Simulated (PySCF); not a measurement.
F2Sn, singlet, geometry from GFN2-xTB (such geometries of metal compounds can be far from the true shape) (all electrons, no relativity).

PySCF was given this input:
```python
from pyscf import gto, scf, dft

mol = gto.M(
    atom='''
Sn    0.014498   -0.007772    0.343403
F     0.740680    1.442002   -0.954720
F    -0.821226   -1.398822   -0.953076
''',
    basis='sto-3g',
    charge=0,
    spin=0,
    verbose=3,
)

mf = dft.RKS(mol)
mf.xc = 'camb3lyp'
mf.kernel()
```

Problem. What does this run give for the HOMO energy, dipole moment, Mulliken (on the basis functions themselves) charges in atom order, HOMO-LUMO gap?

Solution. 
```json
{
  "HOMO energy": "-4.25 eV",
  "dipole_moment": "0.37 D",
  "Mulliken (on the basis functions themselves) charges in atom order": "Sn1 0.45, F2 -0.22, F3 -0.22",
  "HOMO-LUMO gap": "6.52 eV"
}
```
